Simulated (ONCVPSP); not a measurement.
An all-electron radial function and its pseudo partner (Ne)

Columns: radius, all-electron u(r) and pseudo u(r) of the 2p shell (level -13.35 eV) of neon in the configuration [He] 2s2 2p6; PBE, non-relativistic, ONCV scheme, ONCVPSP 4.0.1.

```
r (bohr)  all-electron  pseudo
   0.080        0.1250  0.0347
   0.160        0.3494  0.1334
   0.240        0.5628  0.2815
   0.320        0.7303  0.4581
   0.400        0.8477  0.6394
   0.480        0.9198  0.8029
   0.560        0.9547  0.9314
   0.640        0.9614  1.0147
   0.720        0.9479  1.0509
   0.800        0.9204  1.0445
   0.880        0.8838  1.0050
   0.960        0.8418  0.9440
   1.040        0.7967  0.8727
   1.120        0.7505  0.8001
   1.200        0.7044  0.7323
   1.280        0.6593  0.6722
   1.360        0.6156  0.6202
   1.440        0.5739  0.5749
   1.520        0.5342  0.5343
   1.600        0.4967  0.4967
   1.680        0.4613  0.4613
   1.760        0.4282  0.4282
   1.840        0.3973  0.3973
   1.920        0.3684  0.3684
   2.000        0.3415  0.3415
   2.080        0.3165  0.3165
```

Q: How many radial nodes do the two functions have?

A: The all-electron 2p function has n − l − 1 = 0; the pseudo-wave has 0.

Q: At about which radius was the pseudo-wave matched?

A: 1.60 bohr, where the columns begin to agree (steps of 0.08 bohr).

Q: Where does each function peak?

A: Outermost all-electron maximum near 0.64 bohr, pseudo maximum near 0.72 bohr (to the table’s step).

Q: Is the pseudo-wave norm-conserving?

A: Yes: the ONCV scheme keeps the norm inside the radius equal to the all-electron one, which fixes the energy derivative of the logarithmic derivative at the level.
